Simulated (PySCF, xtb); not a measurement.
B(F)2(Me) (CH₃BF₂), SMILES CB(F)F.

Harmonic wavenumbers (cm⁻¹) from GFN2-xTB in xtb at its own minimum, in rising order: 9, 294, 403, 436, 762, 859, 878, 1282, 1286, 1380, 1460, 1466, 3023, 3045, 3071.

### Question
What does PBE-D3(BJ)/def2-SVP in PySCF 2.14.0 give at its own minimum? (An estimate is asked for; the answer gives what the named calculation found.)

### Answer
34, 326, 452, 482, 766, 840, 872, 1217, 1348, 1352, 1395, 1408, 2979, 3063, 3103. Paired by order, the mean absolute difference is 37 cm⁻¹ and the zero-point energies are 28.1 and 28.1 kcal/mol.
